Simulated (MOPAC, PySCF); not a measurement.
C8H4O2, SMILES `O=c1ccc2c(=O)ccc1=2`, neutral singlet in the gas phase. 

Z-matrix (Å, degrees):
```
C
C 1 1.3594
C 1 1.4817 2 111.15
C 3 1.3612 1 108.41 2 0.00
H 4 1.0967 3 128.54 1 -179.99
H 3 1.0986 4 127.16 5 0.01
C 2 1.4817 1 111.15 3 180.00
C 7 1.3612 2 108.41 1 0.00
H 8 1.0967 7 128.54 2 -180.00
H 7 1.0986 8 127.16 9 0.00
C 2 1.5150 1 107.29 3 0.00
O 11 1.2179 2 128.18 1 180.00
C 1 1.5150 2 107.29 7 0.00
O 13 1.2179 1 128.18 2 -180.00
```
Charge 0, spin multiplicity 1.

All levels are single points at this geometry (PBE-D3(BJ)/def2-SVP); Pople sets use spherical d functions. Orbital energies aren't observables, and empty levels follow the basis.

| level | HOMO (eV) | LUMO (eV) | gap (eV) | dipole (D) | vertical IE, Delta-SCF (eV) |
|---|---|---|---|---|---|
| PBE-D3(BJ)/def2-TZVP in PySCF | -5.80 | -4.87 | 0.93 | 0.00 | 8.46 |
| B3LYP/6-31G* in PySCF | -6.25 | -3.83 | 2.41 | 0.00 | 8.30 |
| M06-2X/6-31G* in PySCF | -7.66 | -2.84 | 4.82 | 0.00 | – |
| HF/6-31G* in PySCF | -8.67 | -0.17 | 8.50 | 0.00 | – |
| HF/STO-3G in PySCF | -6.52 | 3.24 | 9.76 | 0.00 | – |
| AM1 in MOPAC | -9.64 | -1.92 | 7.73 | 0.00 | – |
